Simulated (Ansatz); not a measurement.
`O=CBCl` + CH₃OH → `COBC=O` + HCl at 600 K and 1 bar (ligand exchange at a B–Cl bond).

Computed with Ansatz on PBE0-D4/def2-TZVP structures; ΔE is electronic, products minus reactants. CBS: MP2 limit from def2 TZ/QZ plus the TZ coupled-cluster correction, frozen cores. This one scheme is used for every species. One conformer a species, not always the lowest.

```csv
species,CCSD(T)/CBS energy (Eh),H − E (kJ/mol),S (J/(mol·K))
`O=CBCl`,-598.99716,122.9,359.3
CH₃OH,-115.61712,163.6,277.3
`COBC=O`,-254.25700,248.4,406.1
HCl,-460.38127,35.4,207.2
```

H − E and S are ideal-gas, rigid-rotor, harmonic terms from PBE0-D4/def2-TZVP, for one conformer and one mirror image of each species. 1 Eh = 2625.50 kJ/mol, R = 8.31446 J/(mol·K).

**Question.** By hand: ΔE, ΔH, ΔS and ΔG.

**Answer.** ΔE = (-254.25700) + (-460.38127) − (-598.99716) − (-115.61712) = -0.02399 Eh = -63.0 kJ/mol. Δ(H − E) = 248.4 + 35.4 − 122.9 − 163.6 = -2.7, so ΔH = -65.7 kJ/mol. ΔS = 406.1 + 207.2 − 359.3 − 277.3 = -23.3 J/(mol·K). ΔG = -65.7 − 600 × (-23.3)/1000 = -51.7 kJ/mol.

**Question.** By hand: the equilibrium constant, and the temperature at which ΔG would vanish if ΔH and ΔS stayed fixed.

**Answer.** log₁₀ K = −ΔG/(RT ln 10) = 4.5. ΔG = 0 at ΔH/ΔS = 2820 K, far beyond where these terms or the molecules hold.

ΔH outweighs TΔS. A doubt of 5 kJ/mol in ΔE shifts log₁₀ K by 0.4 here. Other conformers and mirror images would add mixing entropy, several J/(mol·K) or more a flexible species. Modes under 60 cm⁻¹, often nearly free rotors, make the harmonic entropy too high. These are equilibria of isolated gas molecules and say nothing of rates. Largest T1 diagnostic: 0.016 (customary marks: 0.02 for closed shells, 0.045 for open ones).
